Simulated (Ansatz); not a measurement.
`BN[SiH3]` and `B[NH][GeH3]` differ in one element.

Ansatz, PBE0-D4/def2-TZVP geometries, multiplicity 1. 

Scalar relativity is left out up to krypton.

```
                                                                                  property  `BN[SiH3]`
                                                         HOMO energy (PBE/def2-TZVPP) / eV       -7.26
ideal-gas entropy at 298 K and 1 bar (rigid rotor, harmonic PBE0-D4/def2-TZVP) / J/(mol·K)         293
                                                        HOMO energy (PBE0/def2-TZVPP) / eV       -8.52
                                                   HOMO–LUMO gap (ωB97M-V/def2-TZVPP) / eV       12.48
                                                       HOMO energy (B3LYP/def2-TZVPP) / eV       -8.30
                                                      HOMO–LUMO gap (PBE0/def2-TZVPP) / eV        8.35
```

(1) What does the change do to each property? (An estimate is asked.)

Results:

(1) Computed: 
```json
{"property": "HOMO energy (PBE/def2-TZVPP) / eV", "`B[NH][GeH3]`": "-7.08", "shift": "0.18"}
{"property": "ideal-gas entropy at 298 K and 1 bar (rigid rotor, harmonic PBE0-D4/def2-TZVP) / J/(mol·K)", "`B[NH][GeH3]`": "306", "shift": "13"}
{"property": "HOMO energy (PBE0/def2-TZVPP) / eV", "`B[NH][GeH3]`": "-8.34", "shift": "0.18"}
{"property": "HOMO–LUMO gap (ωB97M-V/def2-TZVPP) / eV", "`B[NH][GeH3]`": "12.52", "shift": "0.04"}
{"property": "HOMO energy (B3LYP/def2-TZVPP) / eV", "`B[NH][GeH3]`": "-8.10", "shift": "0.20"}
{"property": "HOMO–LUMO gap (PBE0/def2-TZVPP) / eV", "`B[NH][GeH3]`": "8.40", "shift": "0.05"}
```

With PBE0 the HOMO rises by 0.18 eV and the LUMO rises by 0.23 eV, so the gap widens by about 0.05 eV. PBE moves the HOMO by 0.18 eV and ωB97M-V by 0.19 eV.

B3LYP here is the variant with VWN-RPA as its local correlation; programs differ in this.
